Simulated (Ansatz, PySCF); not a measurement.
Gas-phase reaction (SMILES): N[SiH2]N → N[SiH2] + [NH2] (NH2); the N-Si bond at the site shown breaks (other sites are not compared here).

Geometries: B3LYP-D3(BJ)/def2-TZVP minima from Ansatz (a program for electronic structure), one conformer each, not searched for the lowest. Valence correlation only, unless marked. UHF or UKS for open shells. No spin-orbit coupling. No relativistic terms. CBS(X,Y): correlation extrapolated as X^-3; Hartree-Fock from the larger set. Thermal terms are rigid-rotor harmonic-oscillator values from B3LYP-D3(BJ) frequencies (Ansatz or PySCF) at 298.15 K and 1 atm. 1 Eh = 627.5095 kcal/mol.

```tsv
species	E, CCSD(T)/CBS(cc-pV(T+d)Z,cc-pV(Q+d)Z) (Ansatz) (Eh)	E, B3LYP-D3(BJ)/def2-TZVPD (Ansatz + dftd3) (Eh)	H - E (Eh)
N[SiH2]N	-402.14213	-402.76052	0.07538
N[SiH2]	-346.14294	-346.68553	0.04555
[NH2] (NH2)	-55.81993	-55.90706	0.02268
```

**Question.** Work out ΔE and ΔH at 298.15 K at the first level, then ΔH at the second.

**Answer.** 
1. ΔE = [(-346.14294) + (-55.81993)] - [(-402.14213)] = 0.17926 Eh = 112.5 kcal/mol at CCSD(T)/CBS(cc-pV(T+d)Z,cc-pV(Q+d)Z).
2. The terms H - E add up to -0.00715 Eh, so ΔH = (0.17926 + (-0.00715))×627.5095 = 108.0 kcal/mol.
3. At B3LYP-D3(BJ)/def2-TZVPD the same steps give ΔE = 105.4 and ΔH = 100.9 kcal/mol, a shift of -7.1 from the first level.
4. These values are not checked against measurement here, since the tables used lack a sound gas-phase enthalpy of formation for at least one species.
